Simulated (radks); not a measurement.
Numerical settings for the lead ion Pb2+, [Hg]. All-electron calculation, scalar-relativistic Kohn-Sham, PBE, spin-polarised, spherical densities, point nucleus. Program: a radial shooting solver on a logarithmic mesh with Libxc functionals. The defaults (mesh step 0.008 in ln r, mesh end at 40 bohr or more with all orbitals vanishing there, Anderson mixing 0.5 over 9 steps, residual threshold near 1e-9 with the energy settled to 1e-9 hartree or 1e-11 of itself, here a cap of 61 iterations) give E = -20881.172 hartree and 6s at -27.443 eV in 14 iterations. Run on one thread of a shared host, so times are rough (Intel(R) Xeon(R) 6975P-C): 0.26 s of CPU time, 0.26 s wall, 14 iterations on 2587 mesh points. Changes against that run (0 stands for a change within the tolerance of the run):

setting                    iterations  converged  E (mhartree)  e(6s) (meV)  CPU (s)
mesh step in ln r 0.03             14        yes      +0.00135            0     0.08
mesh step in ln r 0.05             14        yes         +0.15      +0.0263     0.05
mesh step in ln r 0.08              3         no      diverged            -     0.08
mesh end (bohr) 20                 14        yes             0            0     0.28
mesh end (bohr) 5                  14        yes         +11.3         +316     0.27
residual threshold 0.001           11        yes             0      -0.0633     0.25
residual threshold 0.01            11        yes             0      -0.0633     0.24
mixing 0.2                         18        yes             0            0     0.33
linear mixing, mixing 0.2          61         no             0     -0.00763     0.98
linear mixing, mixing 0.8          61         no       -0.0102       -0.484      1.2
mixing history 3                   16        yes             0            0     0.29
iteration cap 8                     8         no      +0.00464        +3.29     0.18

Settings that end as converged yet miss the energy by more than 1 mhartree: mesh end (bohr) 5 (+0.0113 hartree). A mesh that ends early acts as a hard wall.
